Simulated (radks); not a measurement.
Problem. Valence configurations of the terbium ion Tb+ (all share [Xe]). Method: Dirac Kohn-Sham, BLYP, spin-unpolarised, spherical densities, finite nucleus; open shells are shared between the two j in proportion to 2j + 1; Fermi nuclear charge, rms radius 5.06 fm; computed with a radial shooting solver on a logarithmic mesh with Libxc functionals. Order these by energy: 4f9 6s1; 4f9.5 6s0.5; 4f9 6p1; 4f7 6s1 6p2; 4f8.5 6s1 6p0.5; 4f9 6s0.5 6p0.5; 4f8 6s1 6p1; 4f10; 4f7 5d2 6s1; 4f8 6s2.

Solution. From the lowest, in eV above it: 4f9 6s1 0.000; 4f9.5 6s0.5 0.463; 4f9 6s0.5 6p0.5 1.703; 4f10 2.013; 4f8.5 6s1 6p0.5 2.805; 4f9 6p1 3.442; 4f8 6s2 3.628; 4f8 6s1 6p1 7.619; 4f7 5d2 6s1 14.053; 4f7 6s1 6p2 24.099. NIST lists [Xe] 4f9 6s1 as the ground configuration; this level of theory agrees among the configurations tried. The energies are those of spherical spin-averaged densities, not of single terms.
